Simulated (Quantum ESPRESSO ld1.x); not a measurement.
Task: Valence configurations of Ba (all share [Xe]). Method: scalar-relativistic Kohn-Sham, LDA (Slater exchange, Perdew-Wang correlation), spin-polarised, spherical densities, point nucleus; open shells are filled with parallel spins first; computed with ld1.x of Quantum ESPRESSO 7.5. Order these by energy: 6s2; 4f1 5d0.5 6s0.5; 5d1 6s1; 5d0.5 6s1.5; 4f1 6s1; 5d1 6p1; 6s1 6p1.

Result: From the lowest, in eV above it: 6s2 0.000; 5d0.5 6s1.5 0.554; 5d1 6s1 0.986; 6s1 6p1 1.757; 5d1 6p1 2.976; 4f1 6s1 4.090; 4f1 5d0.5 6s0.5 4.616. NIST lists [Xe] 6s2 as the ground configuration; this level of theory agrees among the configurations tried. The energies are those of spherical high-spin densities, not of single terms. No valid solution was reached for [Xe] 4f0.5 6s0.5 6p1; [Xe] 4f0.5 6s1.5.
